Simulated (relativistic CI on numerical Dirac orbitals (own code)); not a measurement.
Calculated at this level of theory: Dirac-Coulomb-Breit CI, KLI orbitals optimised for each configuration, model QED (radiative potential, 1s self-energy scaled to tabulated hydrogen-like ionisation energies), unscaled Slater integrals (own radial code, finite nucleus).

Configuration list (outside the closed core [Ne]): 3s2.3p6.3d4, 3s2.3p5.3d5, 3s.3p6.3d5, 3s2.3p6.3d3.4s, 3s2.3p6.3d3.4p, 3s2.3p6.3d3.4d, 3s2.3p6.3d3.4f, 3s2.3p5.3d4.4s, 3s2.3p5.3d4.4p, 3s2.3p6.3d2.4s.4p, 3s2.3p6.3d3.5s, 3s2.3p6.3d3.5p, 3s.3p6.3d4.4s, 3s2.3p6.3d3.5d, 3s2.3p6.3d2.4p.4d, 3s2.3p6.3d3.5g, 3s2.3p6.3d3.6s, 3s2.3p6.3d3.6d, 3s.3p6.3d4.4d, 3s.3p6.3d4.5s, 3p6.3d6, 3p5.3d7, 3s2.3p6.3d2.4s2, 3s2.3p6.3d.4s2.4p, 3s2.3p6.3d.4s2.4d, 3s2.3p6.3d.4s2.4f, 3s2.3p6.3d2.4p2, 3s2.3p6.3d.4s.4p2, 3s2.3p6.3d.4p3, 3s2.3p6.3d.4p2.4d, 3s2.3p6.3d.4p2.4f, 3s2.3p6.3d2.4s.4d, 3s2.3p6.3d.4s.4p.4d, 3s2.3p6.3d.4s.4d2, 3s2.3p6.3d.4s.4d.4f, 3p6.3d5.4s, 3p5.3d6.4s, 3s2.3p6.3d2.4d2, 3s2.3p6.3d.4p.4d2, 3s2.3p6.3d.4d3, 3s2.3p6.3d.4d2.4f, 3s.3p6.3d3.4s2, 3s.3p6.3d2.4s2.4p, 3s.3p6.3d2.4s2.4d, 3s.3p6.3d2.4s2.4f, 3p6.3d4.4s2, 3p5.3d5.4s2, 3p6.3d3.4s2.4p, 3p6.3d3.4s2.4d, 3p6.3d3.4s2.4f. Double excitations out of closed p, d and f shells are left out; levels of such configurations are missing from the list, as are those of other unlisted configurations, and high levels can miss mixing partners. These lack a partner that the ground configuration has and come out too high: 3s2.3p5.3d4.4p.

At this charge energies of transitions that change n are usually good to better than 1 %, and those within a shell (Δn = 0) to a few per cent. Terms inside the open d or f shell come out 10 to 20 % too wide with unscaled integrals.

Outline of the computed level scheme of Zr XIX. Lowest level of each configuration: 3s2.3p6.3d4 5D_0 at 0.000 eV; 3s2.3p5.3d5 7P°_4 at 113.388 eV.

Some strong electric-dipole decays among the lowest 45 levels: 3s2.3p5.3d5 5D°_3 → 3s2.3p6.3d4 5D_2 (7.0e+09 s⁻¹); 3s2.3p5.3d5 5G°_4 → 3s2.3p6.3d4 5D_3 (2.5e+09 s⁻¹).

LS names give the leading component of a level, which can be under half, so a name can repeat, a term be missing and a line seem to break the LS rules.
